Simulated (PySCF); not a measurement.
A GIAO shielding run with PySCF 2.14.0 with density-fitted response routines (density fitting, non-relativistic, gas phase) on `[SiH3]C[C@H]1C[SiH2][SiH2]1`, C$_{3}$H$_{12}$Si$_{3}$:

```
$ OMP_NUM_THREADS=1 python probes_run.py task.json out

{"job": {"kind": "nmr", "xc": "PBE0", "basis": "pcSseg-1"}, "charge": 0, "multiplicity": 1}
Si    -2.725506     0.272010     0.181234
C     -1.123822    -0.592611     0.719116
C      0.138864     0.221862     0.465819
C      1.417902    -0.443934     1.040349
Si     2.704141     0.014297    -0.312037
Si     0.692937     0.512703    -1.363766
H     -2.849681     1.554295     0.880134
H     -3.870140    -0.579787     0.517251
H     -2.704959     0.510824    -1.263810
H     -1.036172    -1.555621     0.207707
H     -1.190562    -0.821962     1.788704
H      0.014894     1.195988     0.953122
H      1.281124    -1.526500     1.084979
H      1.633305    -0.121343     2.059034
H      3.599943     1.100074     0.106008
H      3.571247    -1.105809    -0.698560
H      0.331453     1.837773    -1.881687
H      0.106272    -0.465940    -2.289532
```

Hardware: 1 thread of an Intel Xeon Platinum 8488C, shared host. The job also computes population analyses, field gradients, ring-centre shieldings.

**Question.** How large is the calculation?

**Answer.** 72 electrons, 183 basis functions and 1020 auxiliary functions.

**Question.** How long does it take, and how much memory does it need?

**Answer.** 26 s of wall time, with 12 SCF cycles and 4 response iterations; peak memory 0.83 GiB. Times on a shared host scatter by some tens of per cent.
